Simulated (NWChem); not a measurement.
System meant: SnICl$_{3}$; SMILES [Cl][Sn]([Cl])([Cl])[I]

Here is an NWChem input.

```
start job
memory heap 200 mb stack 900 mb global 1100 mb
geometry units angstroms noautoz
  Cl     2.078563     0.631954    -1.466941
  Sn     0.000000     0.000000    -0.637572
  Cl    -0.491993    -2.116065    -1.466941
  Cl    -1.586569     1.484111    -1.466941
  I      0.000000     0.000000     2.015073
end
basis spherical
  * library def2-svp
end
ecp
  Sn library def2-ecp
  I library def2-ecp
end
dft
  xc xpbe96 cpbe96
  iterations 4
  mulliken
end
task dft energy
```

End of the output:

```
    Atom       Charge   Shell Charges
 -----------   ------   -------------------------------------------------------
    1 Cl  17    17.02   2.00  1.96  1.07  0.80  5.82  2.24  3.12  0.01
    2 Sn  22    21.99   1.18  0.77  0.83  0.41  3.01  2.84  1.29  0.95  9.47  1.23
    3 Cl  17    17.02   2.00  1.96  1.07  0.80  5.82  2.24  3.12  0.01
    4 Cl  17    17.02   2.00  1.96  1.07  0.80  5.82  2.24  3.12  0.01
    5 I   25    24.96   1.25  0.74  1.08  0.78  2.77  3.18  2.50  2.62  9.47  0.56

 center of mass
 --------------
 x =   0.00000000 y =   0.00000000 z =   0.14271005

 moments of inertia (a.u.)
 ------------------
        3694.250831965858           0.000000000000          -0.000000000000
           0.000000000000        3694.250831965858          -0.000000000000
          -0.000000000000          -0.000000000000        1768.165018834650

     Multipole analysis of the density
     ---------------------------------

     L   x y z        total         alpha         beta         nuclear
     -   - - -        -----         -----         ----         -------
     0   0 0 0     -0.000000    -49.000000    -49.000000     98.000000

     1   1 0 0     -0.000000     -0.000000     -0.000000     -0.000000
     1   0 1 0      0.000000      0.000000      0.000000      0.000000
     1   0 0 1      0.437263     36.625508     36.625508    -72.813753

     2   2 0 0    -66.871646   -248.332833   -248.332833    429.794021
     2   1 1 0     -0.000000     -0.000000     -0.000000      0.000000
     2   1 0 1      0.000000      0.000000      0.000000      0.000000
     2   0 2 0    -66.871646   -248.332833   -248.332833    429.794021
     2   0 1 1      0.000000      0.000000      0.000000     -0.000000
     2   0 0 2    -64.658088   -425.604613   -425.604613    786.551139

 ------------------------------------------------------------------------
 dft energy failed                                                                                  0
 ------------------------------------------------------------------------
 ------------------------------------------------------------------------
  current input line :
    22: task dft energy
 ------------------------------------------------------------------------
 ------------------------------------------------------------------------
 This type of error is most commonly associated with calculations not reaching convergence criteria
 ------------------------------------------------------------------------
 For more information see the NWChem manual at https://nwchemgit.github.io

0:dft energy failed:Received an Error in Communication
```

Q: Can this run be used? If not, why, and what is the fix?

A: The run did not converge; its last values are not results. Cause: the SCF was allowed too few iterations. This input runs:
```
start job
memory heap 200 mb stack 900 mb global 1100 mb
geometry units angstroms noautoz
  Cl     2.078563     0.631954    -1.466941
  Sn     0.000000     0.000000    -0.637572
  Cl    -0.491993    -2.116065    -1.466941
  Cl    -1.586569     1.484111    -1.466941
  I      0.000000     0.000000     2.015073
end
basis spherical
  * library def2-svp
end
ecp
  Sn library def2-ecp
  I library def2-ecp
end
dft
  xc xpbe96 cpbe96
  iterations 150
  mulliken
end
task dft energy
```
It converges to -1891.75892 Ha (PBE/def2-SVP with def2 effective core potentials on Sn, I).
